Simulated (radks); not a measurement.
Values are calculated unless marked as measured or tabulated.
Problem. All-electron atom: Si+ in [Ne] 3s2 3p1. Code: a radial shooting solver on a logarithmic mesh with Libxc functionals. Model: scalar-relativistic Kohn-Sham, r2SCAN, spin-unpolarised, spherical densities, finite nucleus; meta-GGA in the generalised Kohn-Sham scheme; Fermi nuclear charge, rms radius 3.1224 fm. Some entries of the table are withheld. Estimate them.

orbital  occ.  eigenvalue (hartree)  <r> (bohr)  <1/r> (bohr^-1)
1s          2             -66.40597      0.1113            13.64
2s          2              -5.62552         (1)              (2)
2p          6              -3.94134      0.5361            2.463
3s          2              -0.71143       2.078           0.6475
3p          1              -0.42562       2.444           0.5427

Solution. 
(1) 2s <r> (bohr): 0.5653
(2) 2s <1/r> (bohr^-1): 2.592
